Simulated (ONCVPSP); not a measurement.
Zn (Z = 30): ONCV pseudisation with LDA (Perdew-Wang 92), scalar-relativistic reference atom.

```json
{"Element": "Zn (Z = 30)", "Generator": "ONCVPSP 4.0.1", "Type": "optimised norm-conserving Vanderbilt (ONCV)", "Functional": "LDA (Perdew-Wang 92)", "Relativity": "scalar-relativistic", "Frozen core": "[Ne]", "Valence charge": "20", "Reference configuration": "3s2 3p6 3d10 4s2", "Partial waves": "3s+4s: rc 1.00 bohr, ncon 4, nbas 8, qcut 13.5 1/bohr, 2 projectors; 3p: rc 1.00 bohr, ncon 4, nbas 8, qcut 11 1/bohr, 2 projectors, debl 1.6 Ha; 3d: rc 1.35 bohr, ncon 4, nbas 9, qcut 11.2 1/bohr, 2 projectors, debl 3.2 Ha; f scattering state at 0.08 Ha: rc 1.40 bohr, ncon 3, nbas 8, qcut 8.8 1/bohr, 2 projectors, debl 2.6 Ha", "Local potential": "polynomial inside 0.80 bohr (lpopt 5, dvloc0 0 Ha)", "Core correction": "Teter function, fcfact 4.5, rcfact 1.3"}
```

In the p channel the program set the typed energies aside and used -3.060, 0.250 Ha.

All-electron outer shells of the reference configuration (LDA (PZ), scalar-relativistic, ld1.x):

```csv
shell,level (eV),outermost node (bohr),outermost maximum (bohr)
2p,-1003.46,–,0.15
3s,-128.62,0.28,0.59
3p,-83.26,0.25,0.59
3d,-10.42,–,0.56
4s,-6.23,0.85,2.09
```

Q: Does the generator finish with these settings?

A: Yes, a potential is produced and its reference levels are reproduced.

Q: Estimate the cutoffs (Ha) at which the residual kinetic energy of the hardest occupied pseudo-wave falls to 1 and 0.1 mHa per electron.

A: 62 Ha and 73 Ha.

Q: Does the potential have ghost states?

A: No bound ghost flagged; no localised positive-energy state flagged.

Q: Which valence shell sets the plane-wave cutoff?

A: 3s: 62 Ha for 1 mHa per electron, against 53 Ha for 3d.

Q: Tests: 3s2 3p6 3d10 4s1; 3s2 3p6 3d10 4s0; 3s2 3p6 3d9 4s0; 3s1 3p6 3d10 4s2. Which has the largest error in its energy relative to the reference configuration, and how large is it?

A: 3s1 3p6 3d10 4s2, with -294 meV (all-electron minus pseudo) on +137.47 eV.
